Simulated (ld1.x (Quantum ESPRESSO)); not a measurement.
PBE TM semilocal dataset for Tb (Z = 65), scalar-relativistic all-electron reference.

The input file (ld1.x (Quantum ESPRESSO) 7.5):

```
&input
   title='Tb', zed=65., rel=1, dft='PBE', iswitch=3,
   config='[Xe] 4f8 5d1 6s2 6p0',
   nld=3, rlderiv=2.95, eminld=-6.0, emaxld=5.0, deld=0.02
 /
 &inputp
   pseudotype=1, tm=.true., lloc=1,
   nlcc=.false.,
   file_pseudopw='Tb.pp', file_wfcaegen='ae.wfc', file_wfcncgen='nc.wfc'
 /
3
5S  1  0   2.00   0.00  1.20  1.20  0.0
5D  3  2   1.00   0.00  2.70  2.70  0.0
5P  2  1   6.00   0.00  2.55  2.55  0.0
 &test
   configts(1)='5s2 5p6 5d1 6s2 6p0'
 /
```

Command:

```bash
ld1.x < Tb.in > Tb.out
```

The program printed (shortened: banner, matrices, multipoles, cross overlaps and the repeated all-electron block are left out):

```
Program LD1 v.7.5
     --------------------------- All-electron run ----------------------------

     Tb
     scalar relativistic calculation

     atomic number is 65.00
     dft =PBE   lsd =0 sic =0 latt =0  beta=0.20 tr2=1.0E-14
     Exchange-correlation= PBE
                           (   1   4   3   4   0   0   0)
     mesh =1263 r(mesh) =  99.54529 a.u. xmin = -7.00 dx = 0.01250
     1 Ry =  13.60569312 eV, c = 137.03599908

     n l     nl                  e(Ry)          e(Ha)          e(eV)
     1 0     1S 1( 2.00)     -3812.2776     -1906.1388    -51868.6793
     2 0     2S 1( 2.00)      -632.3798      -316.1899     -8603.9655
     2 1     2P 1( 6.00)      -561.9317      -280.9659     -7645.4709
     3 0     3S 1( 2.00)      -140.7124       -70.3562     -1914.4895
     3 1     3P 1( 6.00)      -118.9913       -59.4957     -1618.9595
     4 0     4S 1( 2.00)       -28.2963       -14.1482      -384.9911
     4 1     4P 1( 6.00)       -21.1363       -10.5682      -287.5742
     3 2     3D 1(10.00)       -90.7048       -45.3524     -1234.1010
     5 0     5S 1( 2.00)        -3.7685        -1.8843       -51.2737
     5 1     5P 1( 6.00)        -2.0498        -1.0249       -27.8887
     4 2     4D 1(10.00)       -11.3101        -5.6550      -153.8814
     4 3     4F 1( 8.00)        -0.6593        -0.3296        -8.9697
     5 2     5D 1( 1.00)        -0.1781        -0.0891        -2.4233
     6 0     6S 1( 2.00)        -0.3083        -0.1541        -4.1941
     6 1     6P 1( 0.00)        -0.0979        -0.0489        -1.3320

     final scf error:  6.3E-15 reached in  30 iterations

     Etot =  -23417.588581 Ry,  -11708.794291 Ha, -318612.523920 eV

     Ekin =   25206.967748 Ry,   12603.483874 Ha,  342958.267744 eV
     Encl =  -57202.371831 Ry,  -28601.185916 Ha, -778277.917042 eV
     Eh   =    9088.829806 Ry,    4544.414903 Ha,  123659.829193 eV
     Exc  =    -511.014305 Ry,    -255.507153 Ha,   -6952.703815 eV

     normalization and overlap integrals

     s(1S/1S) =  1.000000  <r> =   0.0215  <r2> =    0.0006  r(max) =   0.0136
     s(2S/2S) =  1.000000  <r> =   0.0915  <r2> =    0.0099  r(max) =   0.0772
     s(2P/2P) =  1.000000  <r> =   0.0809  <r2> =    0.0080  r(max) =   0.0632
     s(3S/3S) =  1.000000  <r> =   0.2394  <r2> =    0.0655  r(max) =   0.2205
     s(3P/3P) =  1.000000  <r> =   0.2381  <r2> =    0.0657  r(max) =   0.2150
     s(4S/4S) =  1.000000  <r> =   0.5408  <r2> =    0.3301  r(max) =   0.5031
     s(4P/4P) =  1.000000  <r> =   0.5726  <r2> =    0.3729  r(max) =   0.5289
     s(3D/3D) =  1.000000  <r> =   0.2165  <r2> =    0.0551  r(max) =   0.1761
     s(5S/5S) =  1.000000  <r> =   1.3068  <r2> =    1.9213  r(max) =   1.1772
     s(5P/5P) =  1.000000  <r> =   1.5341  <r2> =    2.6766  r(max) =   1.3339
     s(4D/4D) =  1.000000  <r> =   0.6214  <r2> =    0.4479  r(max) =   0.5491
     s(4F/4F) =  1.000000  <r> =   0.8408  <r2> =    0.9337  r(max) =   0.5491
     s(5D/5D) =  1.000000  <r> =   2.8486  <r2> =   10.1273  r(max) =   1.9408
     s(6S/6S) =  1.000000  <r> =   3.9380  <r2> =   17.6463  r(max) =   3.3222
     s(6P/6P) =  1.000000  <r> =   5.6020  <r2> =   36.3090  r(max) =   4.5408

     ------------------------ End of All-electron run ------------------------

     --------------------- Generating NC pseudopotential ---------------------

      Generating local pot.: lloc=1, matching radius rcloc =   2.5500

      Wfc   5S  rcut= 1.192  Using Troullier-Martins method

      Wfc   5D  rcut= 2.720  Using Troullier-Martins method

     ------------------- End of pseudopotential generation -------------------

     Computing logarithmic derivative in   2.95023
     Computing logarithmic derivative in   2.95023
     Computing the partial wave expansion
     R is outside the sphere for l=    0 j= 0.00
       no projector for channel:   1
     R is outside the sphere for l=    2 j= 0.00

     ---------------------- Testing the pseudopotential ----------------------

     Tb
     scalar relativistic calculation

     atomic number is 65.00   valence charge is 11.00
     dft =PBE   lsd =0 sic =0 latt =0  beta=0.20 tr2=1.0E-14
     mesh =1263 r(mesh) =  99.54529 xmin = -7.00 dx = 0.01250

     n l     nl             e AE (Ry)        e PS (Ry)    De AE-PS (Ry)
     1 0     5S   1( 2.00)       -3.76855       -3.76860        0.00005
     2 1     5P   1( 6.00)       -2.04978       -2.04978       -0.00000
     3 2     5D   1( 1.00)       -0.17811       -0.17811       -0.00000
     2 0     6S   1( 2.00)       -0.30826       -0.31167        0.00341
     3 1     6P   1( 0.00)       -0.09790       -0.10514        0.00725  !

     eps = 5.3E-15  iter = 25

     Etot =  -23417.588581 Ry,  -11708.794291 Ha, -318612.523920 eV
     Etotps =   -75.246859 Ry,     -37.623430 Ha,   -1023.785678 eV

     Ekin =      21.207467 Ry,      10.603733 Ha,     288.542287 eV
     Encl =    -143.690215 Ry,     -71.845108 Ha,   -1955.004976 eV
     Ehrt =      57.401567 Ry,      28.700784 Ha,     780.988108 eV
     Ecxc =      -9.406888 Ry,      -4.703444 Ha,    -127.987228 eV
     Epseu=      -0.758790 Ry,      -0.379395 Ha,     -10.323870 eV

     ---------------------- End of pseudopotential test ----------------------
```

Generation and configuration tests took about 1.8 s on one core of a shared server CPU.

Transferability test of the new file with ld1.x, input:

```
&input
   title='Tb', zed=65., rel=1, dft='PBE', iswitch=2,
   config='[Xe] 4f8 5d1 6s2 6p0'
 /
 &test
   file_pseudo='Tb.pp', nconf=8,
   configts(1)='5s2 5p6 5d1 6s2 6p0',
   configts(2)='5s2 5p6 5d1 6s1 6p0',
   configts(3)='5s2 5p6 5d1 6s0 6p0',
   configts(4)='5s2 5p6 5d0 6s0 6p0',
   configts(5)='5s2 5p5 5d1 6s2 6p0',
   configts(6)='5s2 5p6 5d1.5 6s1.5 6p0',
   configts(7)='5s2 5p6 5d1 6s0 6p1',
   configts(8)='5s2 5p6 5d0 6s2 6p0'
 /
```

```bash
ld1.x < Tb.test.in > Tb.test.out
```

Pseudopotential blocks of its output, shortened (energy terms left out):

```
     ---------------------- Testing the pseudopotential ----------------------

     n l     nl             e AE (Ry)        e PS (Ry)    De AE-PS (Ry)
     1 0     5S   1( 2.00)       -3.76855       -3.76860        0.00005
     2 1     5P   1( 6.00)       -2.04978       -2.04978       -0.00000
     3 2     5D   1( 1.00)       -0.17811       -0.17811       -0.00000
     2 0     6S   1( 2.00)       -0.30826       -0.31167        0.00341
     3 1     6P   1( 0.00)       -0.09790       -0.10514        0.00725  !

     eps = 4.9E-15  iter = 25

     Etot =  -23417.588581 Ry,  -11708.794291 Ha, -318612.523920 eV
     Etotps =   -75.246859 Ry,     -37.623430 Ha,   -1023.785678 eV

     ---------------------- End of pseudopotential test ----------------------

          ---------------------- Testing the pseudopotential ----------------------

     n l     nl             e AE (Ry)        e PS (Ry)    De AE-PS (Ry)
     1 0     5S   1( 2.00)       -4.23899       -4.24428        0.00530  !
     2 1     5P   1( 6.00)       -2.51973       -2.52449        0.00477
     3 2     5D   1( 1.00)       -0.61295       -0.61523        0.00229
     2 0     6S   1( 1.00)       -0.69123       -0.69634        0.00511  !
     3 1     6P   1( 0.00)       -0.42439       -0.43839        0.01400  !

     eps = 7.5E-15  iter = 21

     Etot =  -23417.093047 Ry,  -11708.546524 Ha, -318605.781834 eV
     Etotps =   -74.746890 Ry,     -37.373445 Ha,   -1016.983252 eV
     dEtot_ae =       0.495534 Ry
     dEtot_ps =       0.499969 Ry,   Delta E=      -0.004435 Ry

     ---------------------- End of pseudopotential test ----------------------

          ---------------------- Testing the pseudopotential ----------------------

     n l     nl             e AE (Ry)        e PS (Ry)    De AE-PS (Ry)
     1 0     5S   1( 2.00)       -4.79187       -4.80550        0.01364  !
     2 1     5P   1( 6.00)       -3.06899       -3.08089        0.01190  !
     3 2     5D   1( 1.00)       -1.11581       -1.12115        0.00534  !
     2 0     6S   1( 0.00)       -1.11988       -1.12639        0.00651  !
     3 1     6P   1( 0.00)       -0.79599       -0.81857        0.02258  !

     eps = 4.8E-15  iter = 18

     Etot =  -23416.191590 Ry,  -11708.095795 Ha, -318593.516879 eV
     Etotps =   -73.839427 Ry,     -36.919714 Ha,   -1004.636587 eV
     dEtot_ae =       1.396992 Ry
     dEtot_ps =       1.407432 Ry,   Delta E=      -0.010440 Ry

     ---------------------- End of pseudopotential test ----------------------

          ---------------------- Testing the pseudopotential ----------------------

     n l     nl             e AE (Ry)        e PS (Ry)    De AE-PS (Ry)
     1 0     5S   1( 2.00)       -5.62160       -5.65008        0.02849  !
     2 1     5P   1( 6.00)       -3.87641       -3.90029        0.02388  !
     3 2     5D   1( 0.00)       -1.82132       -1.83160        0.01027  !
     2 0     6S   1( 0.00)       -1.67715       -1.68631        0.00916  !
     3 1     6P   1( 0.00)       -1.27135       -1.31238        0.04103  !

     eps = 5.1E-15  iter = 19

     Etot =  -23414.730380 Ry,  -11707.365190 Ha, -318573.636101 eV
     Etotps =   -72.370127 Ry,     -36.185063 Ha,    -984.645738 eV
     dEtot_ae =       2.858202 Ry
     dEtot_ps =       2.876733 Ry,   Delta E=      -0.018531 Ry

     ---------------------- End of pseudopotential test ----------------------

          ---------------------- Testing the pseudopotential ----------------------

     n l     nl             e AE (Ry)        e PS (Ry)    De AE-PS (Ry)
     1 0     5S   1( 2.00)       -4.58289       -4.61061        0.02772  !
     2 1     5P   1( 5.00)       -2.82773       -2.85226        0.02454  !
     3 2     5D   1( 1.00)       -0.80739       -0.81365        0.00626  !
     2 0     6S   1( 2.00)       -0.79495       -0.80423        0.00928  !
     3 1     6P   1( 0.00)       -0.48887       -0.51322        0.02435  !

     eps = 1.4E-15  iter = 19

     Etot =  -23415.164357 Ry,  -11707.582179 Ha, -318579.540666 eV
     Etotps =   -72.808756 Ry,     -36.404378 Ha,    -990.613585 eV
     dEtot_ae =       2.424224 Ry
     dEtot_ps =       2.438104 Ry,   Delta E=      -0.013879 Ry

     ---------------------- End of pseudopotential test ----------------------

          ---------------------- Testing the pseudopotential ----------------------

     n l     nl             e AE (Ry)        e PS (Ry)    De AE-PS (Ry)
     1 0     5S   1( 2.00)       -3.71277       -3.71242       -0.00035
     2 1     5P   1( 6.00)       -1.99816       -1.99829        0.00013
     3 2     5D   1( 1.50)       -0.14787       -0.14827        0.00040
     2 0     6S   1( 1.50)       -0.29096       -0.29432        0.00336
     3 1     6P   1( 0.00)       -0.09020       -0.09668        0.00648  !

     eps = 4.0E-15  iter = 25

     Etot =  -23417.520231 Ry,  -11708.760116 Ha, -318611.593970 eV
     Etotps =   -75.176843 Ry,     -37.588421 Ha,   -1022.833052 eV
     dEtot_ae =       0.068350 Ry
     dEtot_ps =       0.070017 Ry,   Delta E=      -0.001667 Ry

     ---------------------- End of pseudopotential test ----------------------

          ---------------------- Testing the pseudopotential ----------------------

     n l     nl             e AE (Ry)        e PS (Ry)    De AE-PS (Ry)
     1 0     5S   1( 2.00)       -4.33386       -4.32830       -0.00556  !
     2 1     5P   1( 6.00)       -2.61267       -2.60679       -0.00589  !
     3 2     5D   1( 1.00)       -0.68610       -0.68002       -0.00608  !
     2 0     6S   1( 0.00)       -0.74393       -0.74341       -0.00052
     3 1     6P   1( 1.00)       -0.47209       -0.48220        0.01011  !

     eps = 4.8E-15  iter = 25

     Etot =  -23416.823603 Ry,  -11708.411801 Ha, -318602.115854 eV
     Etotps =   -74.487190 Ry,     -37.243595 Ha,   -1013.449847 eV
     dEtot_ae =       0.764979 Ry
     dEtot_ps =       0.759670 Ry,   Delta E=       0.005309 Ry

     ---------------------- End of pseudopotential test ----------------------

          ---------------------- Testing the pseudopotential ----------------------

     n l     nl             e AE (Ry)        e PS (Ry)    De AE-PS (Ry)
     1 0     5S   1( 2.00)       -4.40931       -4.41663        0.00732  !
     2 1     5P   1( 6.00)       -2.67751       -2.68296        0.00545  !
     3 2     5D   1( 0.00)       -0.72104       -0.72295        0.00190
     2 0     6S   1( 2.00)       -0.75870       -0.76486        0.00616  !
     3 1     6P   1( 0.00)       -0.47078       -0.48879        0.01802  !

     eps = 1.4E-15  iter = 21

     Etot =  -23417.151455 Ry,  -11708.575728 Ha, -318606.576513 eV
     Etotps =   -74.808934 Ry,     -37.404467 Ha,   -1017.827402 eV
     dEtot_ae =       0.437126 Ry
     dEtot_ps =       0.437925 Ry,   Delta E=      -0.000799 Ry

     ---------------------- End of pseudopotential test ----------------------
```
